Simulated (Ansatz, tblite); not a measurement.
Spin states of PbS₂, each relaxed with PBE-D4/def2-TZVP in Ansatz. Electronic energies in the gas phase.

In the def2 sets Pb takes a core potential; there is no spin–orbit coupling. The xTB rows come from tblite. LC-ωPBE has ω = 0.4 bohr⁻¹. B3LYP takes the VWN-RPA correlation. Correlated methods freeze 14 core orbitals; core or outer-core shells of Pb are correlated, in sets that lack core-valence functions. The structure comes from a short search, and lower isomers may exist.

Singlet geometry (C2v within 0.1 Å):

Cartesian coordinates in Å:
```
Pb 1.2667 -0.6823 -0.4603
S -0.7921 -0.4471 0.9623
S -0.4746 1.1294 -0.5019
```

Triplet geometry (C2v within 0.1 Å):

```xyz
3

Pb   -0.974    0.180   -1.361
S     0.922    0.790    0.486
S     0.052   -0.970    0.875
```

Quintet geometry (C2v within 0.1 Å):

Cartesian coordinates in Å:
```
Pb 1.237 -1.107 0.219
S -0.271 0.716 -1.258
S -0.966 0.392 1.039
```

⟨S²⟩: triplet 2.01 at PBE0-D4/def2-TZVP (pure 2.00), quintet 6.02 at PBE0-D4/def2-TZVP (pure 6.00).

Only these spin states were relaxed.

(1) Estimate which spin state lies lowest at each of these levels, and by how much: GFN1-xTB; GFN2-xTB; HF/def2-TZVP; LDA (SPW92)/def2-TZVP; PBE-D4/def2-TZVP; r2SCAN-D4/def2-TZVP; B3LYP-D4/def2-TZVP; BHLYP-D4/def2-TZVP; LC-ωPBE/def2-TZVP; MP2/def2-TZVP; MP2/def2-TZVPP; CCSD(T)/def2-TZVPP.

## Answers

(1) 
```
                level  triplet − singlet (kJ/mol)  quintet − singlet (kJ/mol)  lowest of these
             GFN1-xTB                       202.4                       568.8          singlet
             GFN2-xTB                       152.0                       462.0          singlet
         HF/def2-TZVP                        27.7                       251.3          singlet
LDA (SPW92)/def2-TZVP                        98.8                       420.9          singlet
     PBE-D4/def2-TZVP                        84.8                       386.7          singlet
  r2SCAN-D4/def2-TZVP                        73.4                       377.8          singlet
   B3LYP-D4/def2-TZVP                        78.9                       382.9          singlet
   BHLYP-D4/def2-TZVP                        71.1                       377.5          singlet
    LC-ωPBE/def2-TZVP                        73.5                       396.9          singlet
        MP2/def2-TZVP                        98.3                       455.3          singlet
       MP2/def2-TZVPP                        98.1                       456.2          singlet
   CCSD(T)/def2-TZVPP                        91.6                       423.9          singlet
```

The xTB methods have no spin-polarisation term.
